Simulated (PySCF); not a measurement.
Ge(Cl)2 anion (Cl2Ge), SMILES [Cl][Ge][Cl] (connectivity only; charge and spin as stated), charge -1, multiplicity 2.

Coordinates come from a r2SCAN-D4/def2-SVPD optimisation. The spin state was assumed, not searched. The isomer is the one that the SMILES or the coordinates give; other isomers of the formula were not compared.

Two levels are set side by side: PBE/def2-TZVPD (PySCF) and B3LYP/def2-TZVPD (PySCF). Same geometry, gas phase. Differences are taken from unrounded values.

```tsv
quantity	B3LYP
α-spin orbital gap (eV)	3.04
β-spin orbital gap (eV)	5.31
mean polarisability (bohr³)	90.1
```

Q: What does PBE give, and how far is it from B3LYP? (The exact figures need the calculation; the answer reports its results.)

A: 
| quantity | PBE | PBE minus B3LYP |
|---|---|---|
| α-spin orbital gap (eV) | 1.83 | -1.20 |
| β-spin orbital gap (eV) | 4.01 | -1.30 |
| mean polarisability (bohr³) | 94.4 | 4.3 |

PBE's more diffuse valence density responds more strongly to a field. Differences between two approximate levels are no errors against the true value.

Rough cost on one machine, each run with all the roots and properties that it gave: B3LYP against PBE within a factor of 2.
